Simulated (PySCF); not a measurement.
The 28-electron isoelectronic series, spin-free X2C

Calculated with PySCF 2.14 from differences of total energies of unrestricted determinants, without spin-orbit coupling. Each ion has its own even-tempered basis scaled to its charge (18s13p8d4f3g for the first); frozen: [Ne]. Ionisation energies in eV.

```csv
ion,configuration,UHF,LDA,PBE,PBE0,r2SCAN,MP2 (outer shells),"NIST (with spin-orbit, Breit and QED)"
Tb³⁷⁺,[Ar] 3d10 (1S),2766.0,2764.4,2763.6,2764.8,2765.2,2767.6,2750 ± 4 (t)
Dy³⁸⁺,[Ar] 3d10 (1S),2899.6,2897.9,2897.1,2898.4,2898.8,2901.3,2882 ± 4 (t)
Ho³⁹⁺,[Ar] 3d10 (1S),3036.4,3034.5,3033.8,3035.0,3035.4,3038.0,3018 ± 4 (t)
Er⁴⁰⁺,[Ar] 3d10 (1S),3176.2,3174.3,3173.5,3174.8,3175.2,3177.9,3157 ± 4 (t)
Tm⁴¹⁺,[Ar] 3d10 (1S),3319.3,3317.2,3316.4,3317.7,3318.2,3320.9,3298 ± 4 (t)
Yb⁴²⁺,[Ar] 3d10 (1S),3465.3,3463.0,3462.3,3463.6,3464.1,3466.9,3443 ± 4 (t)
Lu⁴³⁺,[Ar] 3d10 (1S),3614.5,3612.2,3611.4,3612.8,3613.3,3616.1,3590 ± 4 (t)
Hf⁴⁴⁺,[Ar] 3d10 (1S),3766.7,3764.3,3763.5,3764.9,3765.4,3768.4,3741 ± 4 (t)
Ta⁴⁵⁺,[Ar] 3d10 (1S),3922.2,3919.6,3918.9,3920.3,3920.8,3923.9,3898.7 ± 2.5
W⁴⁶⁺,[Ar] 3d10 (1S),4080.7,4078.0,4077.3,4078.7,4079.3,4082.4,4057 ± 3
```

Each ion has its own basis, which adds noise of up to about 0.1 % along the series.

NIST values marked (s) are semi-empirical, (t) theoretical. Open shells are high-spin determinants of the terms that Hund's rules give.

Spin-orbit coupling of the open shells is absent from the calculated values and included in NIST's; it grows fast with Z.
